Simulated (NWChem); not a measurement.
System: C$_{2}$H$_{4}$ClFSi; SMILES C=C[SiH](F)Cl

NWChem input:

```
start job
memory heap 200 mb stack 900 mb global 1100 mb
geometry units angstroms noautosym nocenter noautoz
  Si     0.350320    -0.069581     0.342363
  F      1.925882    -0.368956     0.110003
  Cl    -0.666446    -1.689009    -0.417224
  C     -0.148643     1.472478    -0.540864
  C     -0.614420     2.533536     0.129101
  H      0.108166     0.028695     1.801703
  H     -0.071015     1.521237    -1.634185
  H     -0.714321     2.532134     1.221048
  H     -0.920373     3.455109    -0.378130
end
basis spherical
  * library 6-31+g*
end
dft
  xc pbe0
  iterations 150
end
property
  response 1 0.0428
end
task dft property
```

Parts of the log:

```
             Northwest Computational Chemistry Package (NWChem) 7.3.0
             --------------------------------------------------------

                             Geometry "geometry" -> ""
                             -------------------------

 Output coordinates in angstroms (scale by  1.889725989 to convert to a.u.)

  No.       Tag          Charge          X              Y              Z
 ---- ---------------- ---------- -------------- -------------- --------------
    1 Si                  14.0000     0.35032000    -0.06958100     0.34236300
    2 F                    9.0000     1.92588200    -0.36895600     0.11000300
    3 Cl                  17.0000    -0.66644600    -1.68900900    -0.41722400
    4 C                    6.0000    -0.14864300     1.47247800    -0.54086400
    5 C                    6.0000    -0.61442000     2.53353600     0.12910100
    6 H                    1.0000     0.10816600     0.02869500     1.80170300
    7 H                    1.0000    -0.07101500     1.52123700    -1.63418500
    8 H                    1.0000    -0.71432100     2.53213400     1.22104800
    9 H                    1.0000    -0.92037300     3.45510900    -0.37813000

 Effective nuclear repulsion energy (a.u.)     274.7126032033

                              NWChem Property Module
                              ----------------------

                                 NWChem DFT Module
                                 -----------------

 Summary of "ao basis" -> "ao basis" (spherical)
 ------------------------------------------------------------------------------
       Tag                 Description            Shells   Functions and Types
 ---------------- ------------------------------  ------  ---------------------
 Si                         6-31+g*                 10       22   5s4p1d
 F                          6-31+g*                  8       18   4s3p1d
 Cl                         6-31+g*                 10       22   5s4p1d
 C                          6-31+g*                  8       18   4s3p1d
 H                          6-31+g*                  2        2   2s

            General Information
            -------------------
          SCF calculation type: DFT
          Wavefunction type:  closed shell.
          No. of atoms     :     9
          No. of electrons :    56
           Alpha electrons :    28
            Beta electrons :    28
          Charge           :     0
          Spin multiplicity:     1
          Use of symmetry is: off; symmetry adaption is: off
          Maximum number of iterations: 150
          AO basis - number of functions:   106
                     number of shells:    52
          Convergence on energy requested:  1.00D-06
          Convergence on density requested:  1.00D-05
          Convergence on gradient requested:  5.00D-04

              XC Information
              --------------
                         PBE0 Method XC Functional
                     Hartree-Fock (Exact) Exchange  0.250
          PerdewBurkeErnzerhof Exchange Functional  0.750
            Perdew 1991 LDA Correlation Functional  1.000 local
           PerdewBurkeErnz. Correlation Functional  1.000 non-local

             Grid Information
             ----------------
          Grid used for XC integration:  medium
          Radial quadrature: Mura-Knowles
          Angular quadrature: Lebedev.
          Tag              B.-S. Rad. Rad. Pts. Rad. Cut. Ang. Pts.
          ---              ---------- --------- --------- ---------
          Si                  1.10       88          12.0       590
          F                   0.50       49          13.0       434
          Cl                  1.00       88          14.0       590
          C                   0.70       49          14.0       434
          H                   0.35       45          14.0       434
          Grid pruning is: on
          Number of quadrature shells:   503
          Spatial weights used:  Erf1

      Superposition of Atomic Density Guess
      -------------------------------------

 Sum of atomic energies:        -924.96719151

      Non-variational initial energy
      ------------------------------

 Total energy =    -926.824705
 1-e energy   =   -1824.074957
 2-e energy   =     622.537649
 HOMO         =      -0.351521
 LUMO         =      -0.029654

   convergence    iter        energy       DeltaE   RMS-Dens  Diis-err
 ---------------- ----- ----------------- --------- --------- ---------
 d= 0,ls=0.0,diis     1   -927.6730688586 -1.20D+03  1.33D-02  6.49D-01
 d= 0,ls=0.0,diis     2   -927.6564249435  1.66D-02  6.64D-03  1.01D+00
 d= 0,ls=0.0,diis     3   -927.7461220173 -8.97D-02  1.43D-03  3.01D-02
 d= 0,ls=0.0,diis     4   -927.7480737385 -1.95D-03  7.89D-04  4.15D-03
 d= 0,ls=0.0,diis     5   -927.7486310203 -5.57D-04  1.04D-04  6.74D-05
  Resetting Diis
 d= 0,ls=0.0,diis     6   -927.7486386517 -7.63D-06  3.66D-05  1.22D-05
 d= 0,ls=0.0,diis     7   -927.7486401035 -1.45D-06  3.00D-05  2.35D-06
 d= 0,ls=0.0,diis     8   -927.7486394653  6.38D-07  1.87D-05  7.06D-06
 d= 0,ls=0.0,diis     9   -927.7486404215 -9.56D-07  1.58D-06  1.50D-08

         Total DFT energy =     -927.748640421472
      One electron energy =    -1827.457303316265
           Coulomb energy =      696.548797199833
    Exchange-Corr. energy =      -71.552737508291
 Nuclear repulsion energy =      274.712603203251

 Numeric. integr. density =       55.999999565730

                       DFT Final Molecular Orbital Analysis
                       ------------------------------------

 Vector   26  Occ=2.000000D+00  E=-3.534896D-01
              MO Center= -5.1D-01, -1.2D+00, -3.4D-01, r^2= 2.6D+00
   Bfn.  Coefficient  Atom+Function         Bfn.  Coefficient  Atom+Function
  ----- ------------  ---------------      ----- ------------  ---------------
    47      0.563667  3 Cl px                51      0.290998  3 Cl px
    49     -0.259887  3 Cl pz                48     -0.249518  3 Cl py
    43     -0.219532  3 Cl px                53     -0.131688  3 Cl pz
    52     -0.127358  3 Cl py                25      0.124146  2 F  px
    72     -0.124671  4 C  s                 65      0.108272  4 C  px

 Vector   27  Occ=2.000000D+00  E=-3.354449D-01
              MO Center= -3.1D-01, -2.6D-01, -6.2D-02, r^2= 4.3D+00
   Bfn.  Coefficient  Atom+Function         Bfn.  Coefficient  Atom+Function
  ----- ------------  ---------------      ----- ------------  ---------------
    49      0.467332  3 Cl pz                72      0.349507  4 C  s
    53      0.248919  3 Cl pz               100     -0.221773  6 H  s
    48     -0.219124  3 Cl py                45     -0.181483  3 Cl pz
     9     -0.171753  1 Si pz                66     -0.166128  4 C  py
    90     -0.159055  5 C  s                 67      0.150640  4 C  pz

 Vector   28  Occ=2.000000D+00  E=-3.175253D-01
              MO Center= -3.9D-01,  1.5D+00, -2.2D-01, r^2= 3.1D+00
   Bfn.  Coefficient  Atom+Function         Bfn.  Coefficient  Atom+Function
  ----- ------------  ---------------      ----- ------------  ---------------
    83      0.349461  5 C  px                65      0.331253  4 C  px
    48      0.227133  3 Cl py                87      0.223176  5 C  px
    69      0.215811  4 C  px                66      0.172039  4 C  py
    47     -0.142881  3 Cl px                52      0.124882  3 Cl py
    70      0.111780  4 C  py                84      0.110677  5 C  py

 Vector   29  Occ=0.000000D+00  E=-4.412082D-02
              MO Center= -3.0D-01,  1.7D+00, -4.7D-02, r^2= 3.8D+00
   Bfn.  Coefficient  Atom+Function         Bfn.  Coefficient  Atom+Function
  ----- ------------  ---------------      ----- ------------  ---------------
    87     -0.423851  5 C  px                90      0.414746  5 C  s
    91     -0.408862  5 C  px                73      0.398892  4 C  px
    11      0.391430  1 Si px                83     -0.370168  5 C  px
    69      0.358353  4 C  px                72     -0.340959  4 C  s
    65      0.286148  4 C  px                92     -0.276264  5 C  py

 Vector   30  Occ=0.000000D+00  E= 5.507492D-03
              MO Center= -4.5D-01,  1.7D+00,  4.9D-01, r^2= 1.1D+01
   Bfn.  Coefficient  Atom+Function         Bfn.  Coefficient  Atom+Function
  ----- ------------  ---------------      ----- ------------  ---------------
    90      3.824553  5 C  s                 14     -2.460399  1 Si s
    74     -1.745034  4 C  py                16     -1.346541  1 Si py
    72     -1.205828  4 C  s                 92     -1.087331  5 C  py
    12     -0.813016  1 Si py                73      0.661914  4 C  px
    93     -0.621568  5 C  pz                54     -0.508707  3 Cl s

 Vector   31  Occ=0.000000D+00  E= 1.526464D-02
              MO Center= -6.1D-02, -6.5D-01, -8.8D-01, r^2= 1.2D+01
   Bfn.  Coefficient  Atom+Function         Bfn.  Coefficient  Atom+Function
  ----- ------------  ---------------      ----- ------------  ---------------
    14      4.088126  1 Si s                 54     -1.726927  3 Cl s
    90     -1.253149  5 C  s                 74      1.018105  4 C  py
    17     -0.897622  1 Si pz                56     -0.593398  3 Cl py
    72     -0.573830  4 C  s                 10      0.561546  1 Si s
    15     -0.458506  1 Si px                55     -0.459520  3 Cl px

[...]

 DFT Linear Response polarizability / au
 Frequency  =       0.0428000 / au
 Wavelength =    1064.5643224 / nm
              X              Y              Z
 -----------------------------------------------
 X      46.1794728     -2.8842837      0.1815458
 Y      -2.8843001     74.0301469      6.1794054
 Z       0.1815351      6.1794181     51.7015793
 -----------------------------------------------
 Eigenvalues =      45.7424712     75.8805793     50.2881486
 Isotropic   =      57.3037330
 Anisotropic =      28.1419727
 -----------------------------------------------

 Magnetic Dipole Response Matrix (nonzero elements):
```

Level: PBE0/6-31+G* (spherical d). Coordinates come from a PBE0/def2-SVP optimisation.
